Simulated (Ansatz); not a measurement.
Two isomers of CH3NOSi: A = `O[SiH]1C=N1`, B = `N#CO[SiH3]`.

Calculated with Ansatz (gas phase, PBE0-D4/def2-TZVP geometries, no zero-point term in ΔE). CBS: MP2 limit from def2 TZ/QZ plus the TZ coupled-cluster correction, frozen cores. DFT in def2-TZVPP. B3LYP here is the variant with VWN-RPA as its local correlation; programs differ in this. Each species was taken in one conformer, which may not be the lowest.

A:

Z-matrix (Å, degrees):
```
Si
C 1 1.763
N 1 1.764 2 43.0
O 1 1.630 2 125.9 3 -100.1
H 1 1.466 2 125.1 3 99.4
H 2 1.093 1 164.3 3 173.8
H 4 0.959 1 118.2 2 17.9
```

B:

```xyz
7

N    -1.0164   -1.8663   -1.7193
C    -0.9426   -1.1211   -0.8404
O    -0.8910   -0.3042    0.1404
Si    0.4656    0.6416    0.5235
H     0.0326    1.3877    1.7192
H     1.5995   -0.2657    0.8010
H     0.7523    1.5281   -0.6245
```

(1) Which isomer does CCSD(T)/CBS put lower? Give the gap. (Best estimate.)

(2) Give E(B) − E(A) in kJ/mol with CCSD/def2-TZVPP, HF/def2-TZVPP, B3LYP, BLYP-D4, MP2/def2-TZVPP, CCSD(T)/def2-SVP, r2SCAN-D4. (An estimate is asked.)

(3) Does the order hold for the free energy at 298.15 K (harmonic terms from PBE0-D4)? (Best estimate.)

Largest T1 diagnostic: 0.014.

Results:

(1) Computed: A, by 6.3 kJ/mol.

(2) The calculation gave: CCSD/def2-TZVPP -8.7, HF/def2-TZVPP -35.8, B3LYP -11.4, BLYP-D4 -13.9, MP2/def2-TZVPP -4.4, CCSD(T)/def2-SVP -44.0, r2SCAN-D4 8.0. The order is the other way round with CCSD/def2-TZVPP, HF/def2-TZVPP, B3LYP, BLYP-D4, MP2/def2-TZVPP, CCSD(T)/def2-SVP.

(3) Ansatz gave: No: G(B) − G(A) = -7.8 kJ/mol, for one conformer each.

Leaving LDA and LC-ωPBE aside and taking each functional with its dispersion term where it has one, the values, not all of them listed here, spread over 24.7 kJ/mol, from BLYP-D4 to r2SCAN0-D4. LDA lies +16.6 kJ/mol from PBE without D4. In def2-TZVPP, CCSD(T) changes the Hartree–Fock value by +30.5 kJ/mol (the triples alone add +3.4 kJ/mol) and MP2 by +31.4 kJ/mol.
